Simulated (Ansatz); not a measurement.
SnEt2Ph2 (C₁₆H₂₀Sn). Total charge 0; singlet. Geometry PBE-D4/def2-SVP, basis def2-TZVP, Ansatz.

| run | HOMO (eV) | LUMO (eV) |
| --- | --- | --- |
| A | -5.98 | -1.22 |
| B | -6.82 | -0.51 |
| C | -5.80 | -1.37 |
| D | -5.96 | -1.62 |
| E | -5.64 | -1.20 |

In the def2 sets Sn takes a core potential; there is no spin–orbit coupling. Single mean-field runs in def2-TZVP are fitted with def2-universal-jkfit.

Task: The runs used BLYP, LDA (SPW92), PBE, PBE0, r2SCAN. Estimate which is which.

Result: A r2SCAN (0 % exact exchange); B PBE0 (25 % exact exchange); C PBE (0 % exact exchange); D LDA (SPW92) (0 % exact exchange); E BLYP (0 % exact exchange). Exact exchange lowers occupied and raises empty levels; among semilocal functionals meta-GGAs tend to open the gap a little, and such runs are hard to tell apart. The gap grows from 4.35 eV (LDA (SPW92)) to 6.31 eV (PBE0).
